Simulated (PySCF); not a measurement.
Input for PySCF: R-HF/3-21G on C2H4 (SMILES C=C).

```python
from pyscf import gto, scf, dft, mp
from pyscf.data.elements import chemcore

mol = gto.M(
    atom='''
    C     0.64729091   -0.33917359    0.27888668
    C    -0.54019352    0.23663720    0.16782548
    H     1.49451424    0.18189544    0.70759779
    H     0.82014564   -1.35622128   -0.05164623
    H    -1.38918549   -0.28459501   -0.25755980
    H    -0.71309671    1.25336243    0.49940167
    ''',
    basis='3-21g',
    charge=0, spin=0, verbose=3, max_memory=1800)
mf = scf.RHF(mol)
mf.conv_tol = 1e-8
mf.max_cycle = 100
mf.kernel()
if not mf.converged:
    mf = mf.newton().run(mf.mo_coeff, mf.mo_occ)
```

Program output:

```
converged SCF energy = -77.6005996662718
```

Self-consistency was reached.

Cost: around 0.06 core-seconds (rough).
